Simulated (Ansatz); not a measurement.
Computed with Ansatz on PBE0-D4/def2-TZVP structures; ΔE is electronic, products minus reactants. CCSD(T)/CBS adds triple-zeta CCSD(T) − MP2 to the extrapolated MP2 energy (def2 sets, frozen cores). DFT in def2-TZVPP. B3LYP here is the variant with VWN-RPA as its local correlation; programs differ in this. Elements past krypton have def2 core potentials. For In outer-core shells are correlated without core-valence functions, which leaves a few kJ/mol of doubt a bond. One conformer a species, not always the lowest.

Consider the redistribution: `F[B]([AlH2])[SiH3]` + `C[O][In]([NH2])[F]` → `CO[B]([AlH2])[SiH3]` + `[NH2][In]([F])[F]`.

**Question.** Is it downhill or uphill in electronic energy at CCSD(T)/CBS, and by how much? (Best estimate.)

**Answer.** The calculation gave: Downhill: ΔE = -44.5 kJ/mol.

**Question.** What do these levels give: ωB97X-V, ωB97M-V, PBE, PBE0, B3LYP, MP2/def2-TZVPP, SCS-MP2/def2-TZVPP, CCSD(T)/def2-TZVPP, HF/def2-QZVPP, MP2/def2-QZVPP, SCS-MP2/def2-QZVPP, HF/CBS(def2)? (An estimate is asked.)

**Answer.** The calculation gave: ωB97X-V -46.7, ωB97M-V -48.4, PBE -49.0, PBE0 -48.2, B3LYP -45.0, MP2/def2-TZVPP -45.1, SCS-MP2/def2-TZVPP -43.3, CCSD(T)/def2-TZVPP -44.0, HF/def2-QZVPP -40.8, MP2/def2-QZVPP -45.9, SCS-MP2/def2-QZVPP -44.3, HF/CBS(def2) -41.0 kJ/mol.

Largest T1 diagnostic among the species: 0.016.

In def2-TZVPP, CCSD(T) changes the Hartree–Fock value by −4.7 kJ/mol (the triples alone add −2.0 kJ/mol) and MP2 by −5.8 kJ/mol. The D4 term adds −3.6 kJ/mol with B3LYP and −2.1 kJ/mol with PBE0; it sums over pairs of atoms, weighted by their polarisabilities, and B3LYP, whose exchange is more repulsive, gets the larger term.
